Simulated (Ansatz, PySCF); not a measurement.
This Ansatz (a program for electronic structure) input computes a SVWN5/def2-TZVPD energy:

Ansatz 0.2 input:
```yaml
crystal:
  periodic: [false, false, false]
  atoms:
    - {symbol: F, position_ang: [1.62366939, -0.70877126, 0.00655208]}
    - {symbol: C, position_ang: [0.62960353, 0.19732856, -0.01250073]}
    - {symbol: C, position_ang: [-0.62960353, -0.19732856, 0.01250073]}
    - {symbol: F, position_ang: [-1.62366939, 0.70877126, -0.00655208]}
    - {symbol: H, position_ang: [0.96175387, 1.22502656, -0.04851780]}
    - {symbol: H, position_ang: [-0.96175387, -1.22502656, 0.04851780]}
basis:
  gaussian:
    orbitals: def2-TZVPD
hamiltonian:
  xc: {name: SVWN5}
output: {forces: true}
```

Write an input for the same energy in PySCF and say what it gives.


```python
from pyscf import gto, scf, dft

mol = gto.M(
    atom='''
    F     1.62366939   -0.70877126    0.00655208
    C     0.62960353    0.19732856   -0.01250073
    C    -0.62960353   -0.19732856    0.01250073
    F    -1.62366939    0.70877126   -0.00655208
    H     0.96175387    1.22502656   -0.04851780
    H    -0.96175387   -1.22502656    0.04851780
    ''',
    basis='def2-tzvpd',
    charge=0,
    spin=0,
    verbose=4,
)

mf = dft.RKS(mol, xc='svwn').density_fit(auxbasis='def2-universal-jkfit')
mf.grids.level = 3
mf.conv_tol = 1e-9
mf.max_cycle = 100
mf.max_memory = 1500
mf.kernel()
if not mf.converged:
    mf = mf.newton()
    mf.kernel(mf.make_rdm1())
mf.analyze()
```
It gives -275.20157 Eh, and Ansatz -275.20153 Eh, a difference of 0.04 mEh, from the treatment of integrals and grids.
